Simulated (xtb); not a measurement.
C7H7O (SMILES Cc1ccc([O])cc1), doublet, at a GFN2-xTB geometry; GFN0-xTB (xtb).

The xtb input:
```
$ xtb mol.xyz --gfn 0 --uhf 1 --grad --json

# file mol.xyz
15

C     -2.77485450    -0.31397233    -0.09795376
C     -1.29792260    -0.13873099    -0.03622907
C     -0.45540720    -1.26271643     0.02356923
C      0.90039985    -1.13281791     0.06596932
C      1.53805169     0.17123047     0.05117137
O      2.76698655     0.30614444     0.08995023
C      0.63546333     1.30580553    -0.01312065
C     -0.71777593     1.13931539    -0.05441069
H     -3.10307357    -1.07229238     0.61135704
H     -3.06467633    -0.65514815    -1.09371576
H     -3.29368044     0.61901725     0.10676058
H     -0.90589933    -2.24607811     0.03647089
H      1.54792454    -1.99548828     0.11300103
H      1.08227016     2.28858041    -0.02585172
H     -1.36648507     2.00357152    -0.10159847
```

**Question.** What does xtb print? Leave out banner, timings and long lists.

**Answer.** 
```
   ID    Z sym.   atoms
    1    6 C      1-5, 7, 8
    2    8 O      6
    3    1 H      9-15

           -------------------------------------------------
          |                Calculation Setup                |
           -------------------------------------------------

           -------------------------------------------------
          |                 G F N 0 - x T B                 |
           -------------------------------------------------

          ...................................................
          :                      SETUP                      :
          :.................................................:
          :  # basis functions                  46          :
          :  # atomic orbitals                  46          :
          :  # shells                           30          :
          :  # electrons                        41          :
          :  electronic temp.          300.0000000     K    :
          :  accuracy                    1.0000000          :
          :  -> integral cutoff          0.2500000E+02      :
          :  -> integral neglect         0.1000000E-07      :
          ...................................................

         :::::::::::::::::::::::::::::::::::::::::::::::::::::
         ::                     SUMMARY                     ::
         :::::::::::::::::::::::::::::::::::::::::::::::::::::
         :: total energy             -21.864372411244 Eh    ::
         :: gradient norm              0.016401152868 Eh/a0 ::
         :: HOMO-LUMO gap              3.326086478638 eV    ::
         ::.................................................::
         :: H0 energy                -22.151433913418 Eh    ::
         :: repulsion energy           0.358374452098 Eh    ::
         :: electrostat energy        -0.053103012818 Eh    ::
         :: -> Gsolv                   0.000000000000 Eh    ::
         ::    -> Gsasa                0.000000000000 Eh    ::
         ::    -> Gshift               0.000000000000 Eh    ::
         :: dispersion energy         -0.005323308792 Eh    ::
         :: short-range corr.         -0.012886628314 Eh    ::
         :: add. restraining           0.000000000000 Eh    ::
         :: total charge              -0.000000000000 e     ::
         :::::::::::::::::::::::::::::::::::::::::::::::::::::

           -------------------------------------------------
          |                Property Printout                |
           -------------------------------------------------

    * Orbital Energies and Occupations

         #    Occupation            Energy/Eh            Energy/eV
      -------------------------------------------------------------
         1        2.0000           -0.6845383             -18.6272
       ...           ...                  ...                  ...
         9        2.0000           -0.5464065             -14.8685
        10        2.0000           -0.5418427             -14.7443
        11        2.0000           -0.5358012             -14.5799
        12        2.0000           -0.5276143             -14.3571
        13        2.0000           -0.5125728             -13.9478
        14        2.0000           -0.5088862             -13.8475
        15        2.0000           -0.4992451             -13.5851
        16        2.0000           -0.4744151             -12.9095
        17        2.0000           -0.4703435             -12.7987
        18        2.0000           -0.4655387             -12.6680
        19        2.0000           -0.4394998             -11.9594
        20        2.0000           -0.4051083             -11.0236
        21        1.0000           -0.3848023             -10.4710 (HOMO)
        22                         -0.2625709              -7.1449 (LUMO)
        23                         -0.2492487              -6.7824
        24                         -0.1458885              -3.9698
        25                         -0.1392365              -3.7888
        26                         -0.1236053              -3.3635
        27                         -0.1134447              -3.0870
        28                         -0.1112191              -3.0264
        29                         -0.1076439              -2.9291
        30                         -0.0861540              -2.3444
        31                         -0.0728231              -1.9816
        32                          0.0545123               1.4834
       ...                                ...                  ...
        46                          0.6223244              16.9343
      -------------------------------------------------------------
                  HL-Gap            0.1222314 Eh            3.3261 eV
             Fermi-level            0.0000000 Eh            0.0000 eV

     #   Z          covCN         q      C6AA      α(0)
     1   6 C        3.758    -0.386    32.306     8.201
     2   6 C        2.965     0.098    27.221     8.531
     3   6 C        2.910    -0.121    32.745     9.354
     4   6 C        2.908    -0.191    34.806     9.643
     5   6 C        2.829     0.472    20.236     7.348
     6   8 O        0.858    -0.526    24.292     6.613
     7   6 C        2.908    -0.192    34.814     9.644
     8   6 C        2.910    -0.119    32.698     9.347
     9   1 H        0.925     0.140     1.460     1.889
    10   1 H        0.924     0.141     1.451     1.884
    11   1 H        0.925     0.139     1.467     1.894
    12   1 H        0.925     0.116     1.646     2.006
    13   1 H        0.926     0.157     1.348     1.815
    14   1 H        0.926     0.157     1.347     1.815
    15   1 H        0.925     0.115     1.654     2.011

 Mol. C6AA /au·bohr⁶  :       2703.208499
 Mol. C8AA /au·bohr⁸  :      67148.385002
 Mol. α(0) /au        :         81.995949

Wiberg/Mayer (AO) data.
largest (>0.10) Wiberg bond orders for each atom

 ---------------------------------------------------------------------------
     #   Z sym  total        # sym  WBO       # sym  WBO       # sym  WBO
 ---------------------------------------------------------------------------
     1   6 C    3.976 --     2 C    1.037    11 H    0.978     9 H    0.968
                            10 H    0.955
     2   6 C    3.900 --     8 C    1.317     3 C    1.308     1 C    1.037
     3   6 C    3.988 --     4 C    1.586     2 C    1.308    12 H    0.969
     4   6 C    3.956 --     3 C    1.586     5 C    1.140    13 H    0.969
     5   6 C    3.929 --     6 O    1.570     7 C    1.142     4 C    1.140
     6   8 O    1.893 --     5 C    1.570
     7   6 C    3.953 --     8 C    1.577     5 C    1.142    14 H    0.969
     8   6 C    3.988 --     7 C    1.577     2 C    1.317    15 H    0.968
     9   1 H    0.980 --     1 C    0.968
    10   1 H    0.982 --     1 C    0.955
    11   1 H    0.978 --     1 C    0.978
    12   1 H    0.980 --     3 C    0.969
    13   1 H    0.987 --     4 C    0.969
    14   1 H    0.987 --     7 C    0.969
    15   1 H    0.980 --     8 C    0.968
 ---------------------------------------------------------------------------

Topologies differ in total number of bonds
Writing topology from bond orders to xtbtopo.mol

 dipole moment from electron density (au)
     X       Y       Z
  -2.3010  -0.2715  -0.0973  total (Debye):    5.894

           -------------------------------------------------
          | TOTAL ENERGY              -21.864372411244 Eh   |
          | GRADIENT NORM               0.016401152868 Eh/α |
          | HOMO-LUMO GAP               3.326086478638 eV   |
           -------------------------------------------------

normal termination of xtb
```
